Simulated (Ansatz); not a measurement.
A nudged elastic band was laid between two geometries of C2H6OSi (10 atoms, charge 0, multiplicity 1).

Computed with RKS B3LYP-D4/def2-SVP in Ansatz 0.2.0.

```json
{"movable images": "5", "climbing image": "yes", "spring": "5.0 eV/Å²", "optimiser": "quadratic models (default)", "start path": "through a guess of the saddle point", "force threshold": "0.05 eV/Å", "iteration limit": "60", "end points": "relaxed"}
```

Initial state:

```xyz
10
Properties=species:S:1:pos:R:3
C -0.771 0.614 -0.982
C -0.332 -0.471 -0.030
O 0.999 -1.034 -0.322
Si 1.010 -0.307 1.209
H -0.030 1.425 -1.053
H -1.730 1.048 -0.655
H -0.911 0.199 -1.996
H -1.082 -1.265 0.111
H 1.145 -1.211 2.378
H 1.786 0.950 1.343
```

Final state:

```xyz
10
Properties=species:S:1:pos:R:3
C -0.704 0.654 -0.806
C -0.187 -0.382 0.159
O 1.290 -0.597 0.031
Si 0.625 0.079 1.848
H -0.228 1.637 -0.643
H -1.785 0.791 -0.646
H -0.557 0.360 -1.862
H -0.646 -1.368 0.016
H 0.593 -1.353 2.386
H 1.682 0.128 -0.480
```

Question: Which bonds break or form, and what moves?

Answer: Bonds broken: Si4–H10. Bonds formed: O3–H10.

Question: Give the energies along the band, and the barrier.

Answer: The run converged. The highest image is number 3 of 0 to 6, 209.9 kJ/mol above the first end and 105.7 kJ/mol above the last; the last end lies 104.2 kJ/mol above the first. A vibrational analysis at the climbing image gives one clearly imaginary mode, 1377i cm⁻¹: a first-order saddle point. The orbitals stay closed-shell, which can raise the energy where a bond breaks towards radicals; this wasn't checked here.

```csv
image,path coordinate (Å),energy (kJ/mol),Si4–H10 (Å),O3–H10 (Å)
0,0.00,0.0,1.48,2.71
1,0.57,17.8,1.47,2.48
2,1.14,120.8,1.47,1.96
3,1.72,209.9,1.61,1.37
4,2.15,145.9,1.95,1.01
5,2.58,113.0,2.30,0.97
6,3.01,104.2,2.56,0.97
```

Question: What is the geometry of the highest image?

Answer: 
```xyz
10
Properties=species:S:1:pos:R:3:forces:R:3
C -0.785 0.638 -0.928 -0.03 0.02 -0.01
C -0.166 -0.383 -0.006 0.01 0.00 0.02
O 1.162 -0.708 -0.239 0.00 -0.01 0.00
Si 0.777 0.049 1.620 0.00 -0.01 -0.02
H -0.206 1.574 -0.926 0.01 0.00 0.00
H -1.816 0.868 -0.617 0.01 0.00 0.00
H -0.812 0.259 -1.965 0.00 -0.01 0.00
H -0.757 -1.298 0.166 0.00 -0.01 0.00
H 0.783 -1.240 2.421 0.00 0.00 0.00
H 1.903 0.189 0.476 0.00 0.01 0.01
```

Question: What are the harmonic wavenumbers there?

Answer: 1377i, 217, 260, 376, 418, 551, 652, 711, 898, 929, 963, 1093, 1126, 1188, 1360, 1401, 1451, 1465, 1918, 2085, 3023, 3070, 3102, 3124 cm⁻¹.

Run time: 79 s on 2 threads of Intel(R) Xeon(R) CPU @ 2.60GHz (Ice Lake), with other jobs on the host, peak memory 0.2 GiB.
